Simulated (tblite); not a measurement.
Species: C6H4FNO.
SMILES with atom numbers: `[CH:1]#[C:2]/[CH:3]=[N:4]/[C:5]([F:6])=[CH:7]/[CH:8]=[O:9]` (hydrogens: H10 on C1; H11 on C3; H12 on C7; H13 on C8)

Computed geometry: GFN2-xTB, gas phase.

(1) What internal coordinates does the optimisation give?

Answers

(1) 
```csv
bond,length (bohr)
C1≡C2,2.274
C2–C3,2.649
C3=N4,2.420
N4–C5,2.536
C5–F6,2.578
C5=C7,2.546
C7–C8,2.750
C8=O9,2.279
C1–H10,1.985
C3–H11,2.071
C7–H12,2.038
C8–H13,2.089
```

A selection of angles:
```csv
angle,degrees
C2–C1–H10,179.7
C1–C2–C3,178.5
C2–C3–N4,120.5
C2–C3–H11,115.7
N4–C3–H11,123.8
C3–N4–C5,123.1
N4–C5–F6,118.0
N4–C5–C7,122.4
F6–C5–C7,119.5
C5–C7–C8,123.8
C5–C7–H12,117.9
C8–C7–H12,118.3
C7–C8–O9,124.2
C7–C8–H13,114.5
O9–C8–H13,121.2
```

Dihedral angles: C2–C3–N4–C5 180° (antiperiplanar); C3–N4–C5–F6 0° (synperiplanar); N4–C5–C7–C8 180° (antiperiplanar); C5–C7–C8–O9 180° (antiperiplanar).

The 2 C–N bonds span 1.281 Å (C3=N4, drawn double) to 1.342 Å (N4–C5, drawn single), a spread of 0.061 Å. The 4 C–C bonds span 1.204 Å (C1≡C2, drawn triple) to 1.455 Å (C7–C8, drawn single), a spread of 0.251 Å. The 9 heavy atoms lie in one plane (0.001 Å rms). Of the pairs four or more bonds apart, F6···H11 is among the closest relative to their van der Waals radii: 2.42 Å, 91 % of the sum of Bondi's values. N4 (imine nitrogen) is bent (angle 123.1°).

Point group: Cs (every atom within 0.08 Å of its image). Its GFN2-xTB frequencies are all real (lowest 46 cm⁻¹). The numbers are those of one conformer. 2 starts were optimised and ended at 0.00 and 2.47 kcal/mol (GFN2-xTB); the lowest of these is shown.

Hardware: one thread, Arm Neoverse N1, on a shared host. This is the geometry optimisation.
